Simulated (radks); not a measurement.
Values are calculated unless marked as measured or tabulated.
Species: Kr2+. Configuration: [Ar] 3d10 4s2 4p(up 2.25, down 1.75) (fractional occupations, a model configuration).

Level of theory: scalar-relativistic Kohn-Sham, r2SCAN, spin-polarised, spherical densities, finite nucleus; meta-GGA in the generalised Kohn-Sham scheme; Fermi nuclear charge, rms radius 4.1884 fm (a radial shooting solver on a logarithmic mesh with Libxc functionals).

Energy parts (eV):
total: -75899.376
kinetic: 77639.747
electron-nucleus: -182222.074
Hartree: 31297.538
exchange-correlation: -2614.587

Orbitals (lengths in bohr, moments of r in powers of bohr; <r^-3> diverges for s and p1/2):
| orbital | occ. | eigenvalue (eV) | <r^4> | <r^-3> |
|---|---|---|---|---|
| 1s up | 1 | -14220.56 | 0.00001389 | - |
| 1s down | 1 | -14220.49 | 0.00001389 | - |
| 2s up | 1 | -1904.863 | 0.002720 | - |
| 2s down | 1 | -1904.850 | 0.002720 | - |
| 2p up | 3 | -1685.023 | 0.001973 | 1496 |
| 2p down | 3 | -1684.973 | 0.001973 | 1496 |
| 3s up | 1 | -296.0881 | 0.1633 | - |
| 3s down | 1 | -296.0321 | 0.1632 | - |
| 3p up | 3 | -225.2326 | 0.1949 | 222.2 |
| 3p down | 3 | -225.1642 | 0.1946 | 222.1 |
| 3d up | 5 | -108.4434 | 0.3043 | 26.90 |
| 3d down | 5 | -108.3531 | 0.3023 | 26.92 |
| 4s up | 1 | -47.3306 | 10.23 | - |
| 4s down | 1 | -46.6643 | 10.30 | - |
| 4p up | 2.25 | -31.6741 | 18.64 | 22.40 |
| 4p down | 1.75 | -31.0385 | 18.96 | 22.31 |

The highest occupied level is 4p down at -31.039 eV. Spin moment in Bohr magnetons: 0.5. The electron density at the nucleus is 5.011e+04 e/bohr^3 (large components only). The density falls to 0.001 e/bohr^3 at r = 3.46 bohr.
